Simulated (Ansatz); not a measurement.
# Worked example: C2H2FI + GeH3I → C2HFI2 + GeH4

Species: C2H2FI `F/C=C/I`, singlet; GeH3I `[GeH3][I]`, singlet; C2HFI2 `F/C(I)=C\I`, singlet; GeH4 (germane) `[GeH4]`, singlet. The partners trade H for I: C–H and Ge–I bonds give way to C–I and Ge–H.

Shapes, held fixed at every level: PBE0-D4/def2-TZVP. Programs: Ansatz 0.2.0. The zero-point and thermal change to 298 K, harmonic and unscaled (PBE0-D4/def2-TZVP), is -9.7 kJ/mol.

At CCSD(T)/def2-TZVPP; 1 Eh = 2625.50 kJ/mol:

```
species   energy (Eh)
 C2H2FI   -474.113217
  GeH3I  -2374.572634
 C2HFI2   -770.650821
   GeH4  -2077.986460
```

Task: Work out ΔH(298 K) of the reaction at this level.

Result: 
1. Products less reactants: (-770.650821) + (-2077.986460) − [(-474.113217) + (-2374.572634)] = 0.048570 Eh = +127.5 kJ/mol.
2. With the thermal change: +127.5 + (-9.7) = +117.8 kJ/mol.

Other levels give +110.6 (PBE-D4/def2-TZVPP) to +158.1 kJ/mol (HF/def2-SVP). No measured value is set beside it here. For atoms past krypton def2 sets carry core potentials with scalar relativity. Relativity is left out for Ge. Outer-core shells of Ge, I are correlated, in sets that cover them unevenly.
